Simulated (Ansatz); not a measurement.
A structure relaxed at PBE0-D4/def2-SVP in Ansatz, charge 1, doublet:

Cartesian coordinates in Å:
```
Pb -1.352 -1.036 -0.122
Pb 0.031 -0.180 2.686
Pb 1.347 1.050 -0.013
O 0.481 0.532 -2.124
O 0.780 -1.052 0.792
O -0.524 -0.251 -2.165
O -0.763 0.938 0.946
```

Give its formula and point group.

Pb3O4⁺. Point group C2v (tolerance 0.1 Å).

Summarise the bond lengths by kind (pairs closer than 1.2 times the sum of covalent radii, bridged metal pairs left out).

8 × O–Pb 2.22 to 2.34 Å; 1 × O–O 1.28 Å.

In the def2 sets Pb takes a core potential; there is no spin–orbit coupling. The structure holds one bond between oxygen atoms, so isomers without such links may lie far lower. The relaxation made no stability test and no search for a lower SCF solution. Another isomer (doublet) lies 0.45 eV lower at PBE0-D4/def2-TZVP; other spin states weren't run for this one.
